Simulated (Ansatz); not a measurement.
Ansatz results at the PBE0-D4/def2-TZVP geometry: LUMO energy (PBE/def2-TZVPP) -1.93 eV; LUMO energy (PBE0/def2-TZVPP) -1.20 eV; HOMO energy (PBE/def2-TZVPP) -5.18 eV.

Each molecule was computed in one conformer, which needn't be the lowest.

Which molecule gave them?
A. `F[C]1(S)[NH][AlH]1`
B. `N=[CH][Al]([F])[SH]`
C. `[SiH3]C(Cl)(Cl)[TeH]`
D. `C=[C](O)[SnH2][AlH2]`

A. The others give `N=[CH][Al]([F])[SH]`: -2.77, -1.79, -6.16; `C=[C](O)[SnH2][AlH2]`: -2.31, -1.46, -5.74; `[SiH3]C(Cl)(Cl)[TeH]`: -2.55, -1.72, -5.62.
